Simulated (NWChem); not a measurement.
# Lowest excitation of H$_{2}$BrGa

SMILES: [GaH2][Br]
```xyz
4

Ga     0.0000     0.0000    -1.1721
H     -1.4096     0.0000    -1.8448
H      1.4096     0.0000    -1.8448
Br     0.0000     0.0000     1.1436
```
Charge 0, spin multiplicity 1.

Everything below was run with NWChem. Structure: optimised with B3LYP/def2-SVP, a minimum by its harmonic frequencies.

Basis set: def2-SVPD.

The Hamiltonian is non-relativistic. B3LYP has NWChem's definition, with VWN1-RPA local correlation. The structure started from a generated list of species.

Order these methods by the lowest vertical singlet excitation energy they give, lowest first: TD-PBE, CIS, TDA-CAM-B3LYP, TD-B3LYP.

TD-PBE (4.14 eV), TD-B3LYP (4.51 eV), TDA-CAM-B3LYP (4.88 eV), CIS (6.11 eV)
